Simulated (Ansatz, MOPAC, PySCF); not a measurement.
Molecule: SiHBr, charge 0, multiplicity 1. SMILES: [SiH]Br
Coordinates optimised at B3LYP-D3(BJ)/def2-TZVP (Ansatz, a quantum-chemistry and plane-wave program):
```xyz
3

Si    -0.8792    -0.7820     1.0617
H     -1.8991    -1.2190     0.0169
Br     0.4059     0.3476    -0.4252
```

Wanted: size of the dipole moment, in D. Terms: non-relativistic; dispersion terms only where a functional's name holds one; 6-31G* and kin with 6d, 5d where marked; LANL2DZ with its own core potentials from Na on; no spin-orbit coupling. Ab initio and DFT rows: single points at B3LYP-D3(BJ) geometries (Ansatz). Semi-empirical rows: dipoles at the shared geometry.

```
level                                    program  size of the dipole moment (D)
---------------------------------------  -------  -----------------------------
AM1                                        MOPAC                           1.58
PM6                                        MOPAC                           1.98
SVWN5/6-31G*                              Ansatz                           1.19
PBE/3-21G                                 Ansatz                           0.97
PBE/LANL2DZ                               Ansatz                           1.31
PBE/6-31G*                                Ansatz                           1.14
PBE/def2-SVP                              Ansatz                           0.84
BLYP/6-31G*                               Ansatz                           1.16
B3LYP/3-21G                               Ansatz                           1.20
B3LYP/LANL2DZ                             Ansatz                           1.57
B3LYP/def2-SVP                            Ansatz                           1.06
PBE0/6-31G* with LANL2DZ past Ar          Ansatz                           1.64
M06-2X/6-31G* with LANL2DZ past Ar (5d)    PySCF                           1.90
```

No value to compare with is used here. The 13 habitual levels span 0.84 (PBE/def2-SVP) to 1.98 D (PM6).

The levels are drawn from those run, B3LYP/6-31G* more often than the rest, none by its result; runs whose electronic state is in doubt are left out.
